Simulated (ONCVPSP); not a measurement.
**Ca (Z = 20) ONCV: all-electron and pseudo phase curves**

```
Element                 : calcium
Generator               : ONCVPSP 4.0.1
Type                    : optimised norm-conserving Vanderbilt (ONCV)
Functional              : PBE
Relativity              : scalar-relativistic
Frozen core             : [Ne]
Valence charge          : 10
Reference configuration : 3s2 3p6 4s1 4p1
Partial waves           : 3s+4s: rc 1.50 bohr, ncon 3, nbas 7, qcut 8.8 1/bohr, 3 projectors, debl 1.3 Ha; 3p+4p: rc 1.95 bohr, ncon 5, nbas 9, qcut 6.5 1/bohr, 2 projectors; d scattering state at 0.14 Ha: rc 1.80 bohr, ncon 4, nbas 8, qcut 5.3 1/bohr, 2 projectors, debl 0.5 Ha
Local potential         : polynomial inside 1.35 bohr (lpopt 5, dvloc0 0 Ha)
Core correction         : none
```

In the d channel the program set the typed energies aside and used -0.111, 0.389 Ha.

The phase is arctan(r·R′/R) of the radial function R(r), unwrapped; energies in Ha, scanned from -3 to 5 Ha. A pole is an energy at which the radial function vanishes at the test radius. The pseudo phase is shifted by a multiple of π to meet the all-electron one at the reference energy, and phase errors are pseudo minus all-electron; the curves can meet again beyond the range given. Levels narrower than the energy grid can be missing from the lists of poles.

| channel | radius (bohr) | reference energy (Ha) | poles, all-electron | poles, pseudo | unbroken range about the reference energy with phases within 0.05 rad | phase error 1 Ha above the reference energy (rad) |
| --- | --- | --- | --- | --- | --- | --- |
| s | 1.53 | -0.16 | -0.64 | -0.64 | the whole range | +0.000 |
| p | 1.98 | -0.07 | -0.72, 4.58 | -0.72, 4.55 | the whole range | -0.000 |
| d | 1.83 | -0.11 | 0.68 | 0.68 | below 2.3 | -0.000 |

Phases in the d channel:

```csv
E (Ha),all-electron,pseudo
-2.98,1.270,1.269
-2.54,1.232,1.232
-2.10,1.179,1.179
-1.66,1.094,1.094
-1.22,0.934,0.933
-0.78,0.533,0.533
-0.34,-0.506,-0.506
0.10,-1.239,-1.239
0.54,-1.513,-1.513
0.98,-1.675,-1.675
1.42,-1.830,-1.831
1.86,-2.069,-2.076
2.30,-2.646,-2.690
2.74,-3.701,-3.767
3.18,-4.218,-4.253
3.62,-4.419,-4.442
4.06,-4.523,-4.542
4.50,-4.588,-4.605
4.94,-4.636,-4.652
```
